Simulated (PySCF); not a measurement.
## Radial density of Ag (silver, neutral)

M06-2X, [Kr] 4d9 5s2, 2D determinant (an excited configuration). Computed with PySCF 2.14 in x2c-QZVPPall with one added diffuse shell each of s, p, d, f, g type (14s9p8d5f3g, 143 functions), with scalar relativity by spin-free X2C-1e.

| r (bohr) | 4πr²ρ (e/bohr) | 4πr²(ρα − ρβ) |
| --- | --- | --- |
| 0.0312 | 55.61 | -0.0006 |
| 0.0524 | 54.12 | 0.0020 |
| 0.0882 | 75.18 | 0.0328 |
| 0.148 | 57.88 | 0.1485 |
| 0.250 | 58.27 | 0.2107 |
| 0.420 | 39.29 | -0.0008 |
| 0.706 | 17.09 | 0.5189 |
| 1.19 | 13.71 | 0.8434 |
| 2.00 | 3.192 | 0.2309 |
| 3.36 | 0.7296 | 0.0078 |
| 5.65 | 0.08734 | -0.0018 |
| 9.50 | 0.001080 | -0.0001 |

Densities and radii are taken from the X2C orbitals without a picture-change correction, which distorts them close to the nucleus.
